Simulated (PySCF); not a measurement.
## HGaO, singlet: computed properties

Method: PBE0 in PySCF with Ga def2-TZVP, O def2-TZVP, H def2-TZVP; no relativity; density-fitted integrals.

The structure is a minimum.

* Point group: C∞v
* Bond lengths: Ga–H 1.524 Å, Ga–O 1.639 Å
* Bond angles: H–Ga–O 180.0°
* Principal quadrupole moments (Buckingham, traceless) about the centre of mass: -6.72, 3.36, 3.36 D Å
* Rotational symmetry number: 1
* Rotational constants: 0.4411 cm⁻¹
* Atomisation energy without zero-point energy: 699 kJ/mol
* Entropy at 298.15 K and 1 bar: 229.7 J/(mol K)
* Dipole moment: 4.55 D
* Principal polarisabilities: 24.5, 24.5, 40.3 bohr³
* Heat capacity Cp at 298.15 K: 41.2 J/(mol K)
* Zero-point energy: 24.5 kJ/mol
* Enthalpy at 298.15 K above 0 K: 9.94 kJ/mol
* Lowest empty level: -1.18 eV
* Highest occupied level: -7.78 eV

Harmonic modes (masses in u: Ga 68.926, O 15.995, H 1.008):
| symmetry | ω (cm⁻¹) | IR (km/mol, summed over degenerate members) | μ (u) | type |
| --- | --- | --- | --- | --- |
| π | 507 | 37.3 | 1.11 | bend |
| σ+ | 966 | 37.4 | 16.54 | stretch |
| σ+ | 2111 | 52.9 | 1.03 | stretch |

In C∞v the vibrations span π + 2σ+.

Charges (e):
```csv
atom,Mulliken,Löwdin,polar tensor,Mayer order to Ga1
Ga1,0.41,0.37,0.81,–
O2,-0.47,-0.30,-0.68,2.17
H3,0.06,-0.07,-0.13,0.92
```

Mulliken populations on Ga1: s 7.18, p 13.23, d 10.12, f 0.07.

Outer orbital energies (eV). occupied: -24.14, -23.95, -23.95, -22.48, -12.56, -9.11, -7.78, -7.78; empty: -1.18, -1.18, -1.02, 3.57.

Counting electrons, gallium keeps none of its valence electrons outside its bonds, so the VSEPR class is AX2 and the expected shape is linear; with unlike ligands the computed point group is C∞v.

This need not be the most stable arrangement of these atoms.

The final relaxation and frequency run took 7.7 s on 2 threads of a shared AMD EPYC 9R45 96-Core (Zen 5) host, with 85 basis functions and 9 gradients; the process peaked at 0.81 GiB. Launch command: `OMP_NUM_THREADS=2 python axn.py task.json out`.
